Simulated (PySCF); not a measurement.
# Dipole response of F²⁺ (fluorine, charge +2)

[He] 2s2 2p3, high-spin 4S determinant. Calculation: PySCF 2.14, in aug-cc-pV5Z; no relativity, point nucleus. Coupled (time-dependent) response in atomic units; α is the mean over directions.

```csv
method,mean α (bohr³),C₆ (like pair),S(−4)
UHF,1.274,1.562,1.569
PBE,1.252,1.595,1.275
PBE0,1.246,1.572,1.303
BHandHLYP,1.216,1.526,1.211
```

S(−4) is the Cauchy moment in α(ω) = α(0) + S(−4) ω² + …

α(iu) at BHandHLYP:

```csv
u (hartree),α(iu) (bohr³)
0,1.216
0.0500,1.213
0.100,1.204
0.200,1.171
0.300,1.122
0.500,1.003
0.750,0.8593
1.00,0.7386
1.50,0.5589
2.00,0.4339
3.00,0.2780
5.00,0.1379
```

A single London oscillator, α(iu) = α/(1 + u²/ω²), gives C₆ = (3/4) ω α². Matching the computed C₆ needs ω = 4 × 1.526 / (3 × 1.216²) = 1.38 hartree.

For an ion, C₆ is the dispersion term alone; charge-induced terms of lower order in 1/R come first.
